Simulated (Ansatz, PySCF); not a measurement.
Bond stretch in Be2, singlet.

Methods: RKS-M06-2X/6-31G* = PySCF 2.14.0 with restricted M06-2X/6-31G*, spherical d; RMP2 = MP2 on RHF/aug-cc-pVTZ, frozen core (Ansatz, a first-principles code); UKS-PBE = Ansatz with unrestricted PBE/aug-cc-pVTZ.

Total energies in hartree (comparable only within one method and basis):

```tsv
R / Å	RKS-M06-2X/6-31G*	RMP2	UKS-PBE
1.89	-29.29619	-29.17558	-29.25570
2.02	-29.30952	-29.18885	-29.26541
2.15	-29.31727	-29.19655	-29.27092
2.26	-29.32104	-29.20027	-29.27295
2.38	-29.32326	-29.20251	-29.27348
2.40	-29.32350	-29.20276	-29.27345
2.52	-29.32441	-29.20371	-29.27289
2.64	-29.32490	-29.20410	-29.27190
2.67	-29.32497	-29.20415	-29.27159
2.78	-29.32507	-29.20420	-29.27032
2.91	-29.32492	-29.20416	-29.26869
3.09	-29.32443	-29.20403	-29.26649
3.43	-29.32312	-29.20381	-29.26304
3.77	-29.32203	-29.20361	-29.26072
4.15	-29.32122	-29.20338	-29.25918
4.50	-29.32066	-29.20317	-29.25839
5.11	-29.32012	-29.20287	-29.25777
5.55	-29.31993	-29.20272	-29.25759
6.19	-29.31974	-29.20259	-29.25746
6.83	-29.31965	-29.20252	-29.25740
7.43	-29.31962	-29.20249	-29.25738
```

The unrestricted determinant behind UKS-PBE is spin-contaminated at 1.89 to 2.52 Å (<S²> up to 0.7, against 0.00 for a pure singlet).
